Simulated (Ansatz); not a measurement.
`[NH2][GeH2][B](O)O` + `N[SiH](N)F` → `[NH2][GeH2][NH][SiH](N)F` + `OBO`  (cleavage of the Ge–B bond)

Calculated with Ansatz (gas phase, PBE0-D4/def2-TZVP geometries, no zero-point term in ΔE). CCSD(T)/CBS adds triple-zeta CCSD(T) − MP2 to the extrapolated MP2 energy (def2 sets, frozen cores). This one scheme is used for every species. DFT in def2-TZVPP. For Ge outer-core shells are correlated without core-valence functions, which leaves a few kJ/mol of doubt a bond. Scalar relativity is left out up to krypton. One conformer a species, not always the lowest.

```
             level  ΔE (kJ/mol)
               PBE        -31.6
SCS-MP2/def2-TZVPP        -57.5
```

Q: What does CCSD(T)/CBS give? (Estimate.)

A: Ansatz gave: -49.7 kJ/mol. The listed levels differ from it by 18.1, -7.8 kJ/mol.

Largest T1 diagnostic among the species: 0.013.

The D4 term adds −8.9 kJ/mol with B3LYP and −5.0 kJ/mol with PBE0; it sums over pairs of atoms, weighted by their polarisabilities, and B3LYP, whose exchange is more repulsive, gets the larger term. From PBE to PBE0 (25 % exact exchange), in def2-TZVPP and without D4, ΔE moves by −5.9 kJ/mol.

B3LYP here is the variant with VWN-RPA as its local correlation; programs differ in this.
